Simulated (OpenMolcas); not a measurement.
# AlNH2F2 (SMILES [NH2][Al]([F])[F]): name the method

AlNH2F2: 6 atoms, total charge 0, spin state singlet. As SMILES, `[NH2][Al]([F])[F]`. The shape comes from GFN2-xTB, which is rough for such elements, and wasn't checked as a minimum.

```tsv
atom	x (Å)	y (Å)	z (Å)
N	-0.3704	0.8954	-0.1487
Al	0.2990	-0.7119	0.1177
F	1.4747	-0.9945	1.2309
F	-0.2180	-2.0190	-0.7340
H	-0.0936	1.7230	0.3535
H	-1.0917	1.1069	-0.8195
```

Orbital energies and the dipole are those of the mean-field step.

A calculation with OpenMolcas 26.06 gave:

```yaml
total_energy: -497.3272 Eh
dipole_moment: 3.15 D
HOMO_energy: -11.97 eV
LUMO_energy: 1.38 eV
HOMO–LUMO_gap: 13.35 eV
```

Problem. Which of these levels gave the numbers?
A. HF/3-21G
B. MP2/cc-pVDZ
C. RI-MP2/ANO-L-VDZP (RICD fitting)
D. HF/def2-SVP

Solution. C. The others give -496.3236 Eh (HF/def2-SVP), -493.9079 Eh (HF/3-21G), -497.2107 Eh (MP2/cc-pVDZ).
